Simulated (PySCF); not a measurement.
Computed spin Hamiltonian

C2H8N3Si2 (doublet state).
Z-matrix (Å and degrees, GFN2-xTB geometry), rows numbered from 1:
```
C 
C   1  1.3214
Si  2  1.8749  1  124.35
N   3  1.7233  2  109.02  1   -20.65
N   3  1.7501  2  113.44  1  -158.01
Si  5  1.7475  3   96.57  2  -116.71
N   3  1.7421  2  116.92  1   107.54
H   1  1.0806  2  122.79  3  -179.08
H   1  1.0777  2  121.34  3     0.73
H   2  1.0823  1  118.78  3   178.68
H   4  1.0067  3  117.57  2  -179.48
H   4  1.0055  3  117.99  2   -43.47
H   5  1.0032  3  131.68  2    67.69
H   6  1.4691  5  111.54  3   111.14
H   7  1.0024  3  130.69  2   -69.17
```

The hyperfine couplings belong to this conformer and change with its torsions.

Identity: `C([Si]1(N[SiH]N1)N)=C` [radical].

Theory: PySCF 2.14.0, UKS B3LYP, pcH-1 on C H N Si, non-relativistic, mean-field spin-orbit, GIAO. Isolated species at its GFN2-xTB geometry (one conformer only). Couplings are sensitive to structure, and on GFN2-xTB geometries they can be far from those on DFT ones, by a factor of two or more for some ions and for spin on atoms past the first row. Stability of the SCF solution: not tested.

```
g1, g2, g3   : 2.00082, 2.00206, 2.00332
g_iso        : 2.00207
Form of g    : rhombic: the two nearest values differ by 50 % of g3 − g1
⟨S²⟩         : 0.7519 (exact 0.7500)
Total energy : -824.37255 Eh
```

Isotropic coupling and dipolar principal values T1 to T3, in mT (MHz turned into mT with g_iso):

```tsv
atom	isotope	a_iso	of which spin–orbit	T1	T2	T3	Mulliken spin population
C1	13C	0.06	0.00	-0.03	0.00	0.03	0.00
C2	13C	0.71	0.00	-0.07	-0.05	0.12	0.02
Si3	29Si	-0.22	0.00	-0.10	0.05	0.05	0.01
N4	14N	-0.02	0.00	0.00	0.00	0.01	0.00
N5	14N	0.33	0.00	-0.18	-0.16	0.34	0.07
Si6	29Si	-21.77	0.03	-4.61	2.17	2.44	0.71
N7	14N	0.34	0.00	-0.17	-0.15	0.33	0.07
H8	1H	0.12	0.00	-0.02	-0.01	0.03	0.00
H9	1H	0.04	0.00	-0.02	-0.02	0.04	0.00
H10	1H	-0.04	0.00	-0.05	-0.01	0.06	0.00
H11	1H	0.00	0.00	-0.04	-0.04	0.08	0.00
H12	1H	-0.01	0.00	-0.02	-0.02	0.04	0.00
H13	1H	-0.23	0.00	-0.24	-0.10	0.33	0.00
H14	1H	9.60	0.00	-0.21	-0.01	0.22	0.13
H15	1H	-0.22	0.00	-0.23	-0.09	0.32	0.00
```

The largest Mulliken spin populations are on Si6 (+0.71), H14 (+0.13), N5 (+0.07) and N7 (+0.07). No atom but Si6 exceeds +0.15. The angles at Si6 add up to 306.7°, so it is pyramidal.

Axes: g1 points within 13° of the Si6–H14 bond.

Under fast tumbling the dipolar parts average out, and these isotropic splittings remain: 1 × 1H (H14, I = 1/2, 2 lines) with 9.60 mT, 2 × 14N (N5/N7, I = 1, 5 lines) with 0.33 mT, 2 × 1H (H13/H15, I = 1/2, 3 lines) with 0.22 mT, 1 × 1H (H8, I = 1/2, 2 lines) with 0.12 mT, 1 × 1H (H10, I = 1/2, 2 lines) with 0.04 mT and 1 × 1H (H9, I = 1/2, 2 lines) with 0.04 mT.

Class means assume fast exchange of nuclei equivalent by connectivity; if that motion is slow, each nucleus keeps its own coupling.

The 29Si coupling of Si6 (-610.1 MHz) shows only in satellite lines or after enrichment, since that isotope makes up about 4.7 % of natural silicon.

The 13C coupling of C2 (20.0 MHz) shows only in satellite lines or after enrichment, since that isotope makes up about 1.07 % of natural carbon.

β density exceeds α density at some nuclei, such as N4 (-0.0017) and H13/H15 (-0.0014), spin density in bohr⁻³. In a single determinant that takes different orbitals for the two spins, that is spin polarisation.

Time: 68 s wall (grids of density and orbitals included); peak memory 1.1 GiB. Hardware: Arm Neoverse V2, one thread, no GPU, shared host with 96 logical CPUs at a one-minute load of 58.
